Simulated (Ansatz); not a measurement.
Seven cases of atomisation energy with Al to Br (electronic energies, kcal/mol); geometries: B3LYP-D3(BJ)/def2-TZVP. The cases were drawn at random from those of this class that have a high level and all functionals, leaving out states under which another spin lies or may lie. Left out are anions, K, Ca, elements past Kr, ionisation of Li, Na and Mg, pi-pi* triplets of linear molecules and other triplets made from a closed-shell parent. Runs that doubt their state, and full CI more than 15 mEh from coupled cluster, are set aside; a case stays where another high level and all functionals remain. AFQMC serves as high level only in triple zeta or larger, with a steady walk, a bar under 0.8 kcal/mol and agreement with other high levels or trials where they ran; where none ran, an unstable determinant or (outside 3d species) a high T1 diagnostic also bars it, so strongly correlated cases are thinned. No case was kept or dropped by the size of a functional's miss. High levels with a bar over 0.5 kcal/mol are left out too, and the seventh case lies inside the range of the six. Affinities count positive where energy is released, gaps as the second state minus the first. B3LYP is by Ansatz (a program for electronic structure) in def2-TZVPD. High levels (Ansatz): P = CCSD(T)/CBS(cc-pV(Q+d)Z,cc-pV(5+d)Z) + [CCSDT(Q) - CCSD(T)]/cc-pV(D+d)Z + core + X2C; Q = CCSD(T)/CBS(cc-pV(T+d)Z,cc-pV(Q+d)Z) + [CCSDT(Q) - CCSD(T)]/cc-pV(D+d)Z + core + X2C; R = CCSD(T)/CBS(cc-pVQZ,cc-pV5Z) + [CCSDT(Q) - CCSD(T)]/cc-pVTZ; S = CCSD(T)/CBS(cc-pVTZ,cc-pVQZ) + [CCSDT(Q) - CCSD(T)]/cc-pVDZ; T = CCSD(T)/CBS(def2-TZVPP,def2-QZVPP) + [CCSDT(Q) - CCSD(T)]/def2-TZVPP. Radicals and triplets start from unrestricted determinants; spin-orbit coupling is neglected. Cores are frozen in correlated methods (noble-gas shells, and filled d and f shells in the p block). Rows without X2C or -DK are non-relativistic. CBS(X,Y): correlation extrapolated as X^-3, Hartree-Fock from the larger set (Q,5: extrapolated as (X+1)exp(-9√X)). A bracket is a step between two methods taken in the basis named. The functionals are non-relativistic, so their misses hold any scalar relativity. 'core' is core correlation in cc-pwCVTZ (1s frozen past Ne), 'X2C' scalar relativity in cc-pVTZ-DK, both at CCSD(T). For partners of very few electrons the exact lower level stands in for a higher one. Spin-orbit terms, left out, reach several kcal/mol for Br and I, and more for heavier atoms.

| case | B3LYP | level | high level |
|---|---|---|---|
| CH4BS (SMILES C[B]S, doublet) | 572.1 | Q | 574.4 |
| BNH2Br (SMILES BrB[NH], doublet) | 379.4 | S | 373.3 |
| SiP2H6 (SMILES P[SiH2]P) | 587.8 | Q | 592.0 |
| AlHBr2 (SMILES [Br][AlH][Br]) | 242.8 | T | 254.9 |
| H3SiNO (SMILES O[Si]N) | 513.2 | P | 519.1 |
| GaHF2 (SMILES [F][GaH][F]) | 289.0 | R | 305.2 |
| GeHSCl (SMILES [SH][Ge][Cl]) | 258.2 | T | withheld |

Q: Fit a straight line from B3LYP to the high level over the first six rows by least squares, predict the seventh, and compare with the calculation.

A: Means: B3LYP 430.72, high level 436.48. Sxx = 109498, Sxy = 106713, slope 0.9746, intercept +16.71 kcal/mol; residual standard deviation 7.6 kcal/mol. Seventh row: 0.9746·(258.2) +16.71 = 268.4 kcal/mol. The calculation gave 263.9 kcal/mol: the line differs from it by +4.5, B3LYP itself by -5.7.
